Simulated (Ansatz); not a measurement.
`BCB(O)F` + H₂ → `BCBF` + H₂O at 298.15 K and 1 bar (hydrogenolysis of a B–O bond).

Calculated with Ansatz (gas phase, PBE0-D4/def2-TZVP geometries, no zero-point term in ΔE). CBS: MP2 limit from def2 TZ/QZ plus the TZ coupled-cluster correction, frozen cores. This one scheme is used for every species. Each species was taken in one conformer, which may not be the lowest.

```
  species  CCSD(T)/CBS energy (Eh)  H − E (kJ/mol)  S (J/(mol·K))
`BCB(O)F`               -265.72913           202.7          332.4
       H₂                 -1.17544            35.1          130.4
   `BCBF`               -190.47993           181.5          304.9
      H₂O                -76.37941            66.4          188.7
```

H − E and S are ideal-gas, rigid-rotor, harmonic terms from PBE0-D4/def2-TZVP, for one conformer and one mirror image of each species. The MP2-based limit puts H₂ 0.8 mEh under its directly extrapolated value; such offsets cancel only in part. 1 Eh = 2625.50 kJ/mol, R = 8.31446 J/(mol·K).

Question: By hand: ΔE, ΔH, ΔS and ΔG.

Answer: ΔE = (-190.47993) + (-76.37941) − (-265.72913) − (-1.17544) = 0.04523 Eh = 118.8 kJ/mol. Δ(H − E) = 181.5 + 66.4 − 202.7 − 35.1 = 10.1, so ΔH = 128.9 kJ/mol. ΔS = 304.9 + 188.7 − 332.4 − 130.4 = 30.8 J/(mol·K). ΔG = 128.9 − 298.15 × (30.8)/1000 = 119.7 kJ/mol.

Question: By hand: the equilibrium constant, and the temperature at which ΔG would vanish if ΔH and ΔS stayed fixed.

Answer: log₁₀ K = −ΔG/(RT ln 10) = -21.0. ΔG = 0 at ΔH/ΔS = 4185 K, far beyond where these terms or the molecules hold.

ΔH outweighs TΔS. A doubt of 5 kJ/mol in ΔE shifts log₁₀ K by 0.9 here. Other conformers and mirror images would add mixing entropy, several J/(mol·K) or more a flexible species. Modes under 60 cm⁻¹, often nearly free rotors, make the harmonic entropy too high. These are equilibria of isolated gas molecules and say nothing of rates. Largest T1 diagnostic: 0.013 (customary marks: 0.02 for closed shells, 0.045 for open ones).
